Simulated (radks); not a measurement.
Ionisation of the neodymium ion Nd2+, [Xe] 4f4, to [Xe] 4f3 as the strength of local exchange is varied. Method: scalar-relativistic Kohn-Sham, Slater X-alpha exchange (alpha = 2/3 is LDA exchange), no correlation, spin-polarised, spherical densities, finite nucleus; open shells are filled with parallel spins first (spin-orbit coupling, left out, can overturn this in heavy ions); Fermi nuclear charge, rms radius 4.9123 fm; computed with a radial shooting solver on a logarithmic mesh with Libxc functionals.

| alpha | E(Nd2+) (hartree) | exchange (hartree) | IE (eV) | -e of the level emptied (eV) | <r> of it (bohr) |
|---|---|---|---|---|---|
| 0.667 | -9610.3574 | -209.2830 | 22.102 | 14.294 (4f) | 1.075 |
| 0.764 | -9640.9434 | -240.4952 | 24.824 | 16.673 (4f) | 1.034 |
| 0.803 | -9653.2688 | -253.0983 | 25.961 | 17.682 (4f) | 1.019 |
| 0.806 | -9654.2175 | -254.0690 | 26.049 | 17.761 (4f) | 1.018 |
| 0.995 | -9714.1785 | -315.5929 | 31.884 | 23.044 (4f) | 0.9570 |
| ? | -9635.2602 | -234.6888 | 24.307 | 16.217 (4f) | 1.041 |

Which alpha was used in the last row?

Answer. alpha = 0.746. NIST Atomic Spectra Database: 22.09 eV (semi-empirical). The central value is not met in this range of alpha. Open shells are spherical and high-spin; term and fine-structure splittings are not resolved. Spin-orbit splitting is averaged out at the scalar-relativistic level.
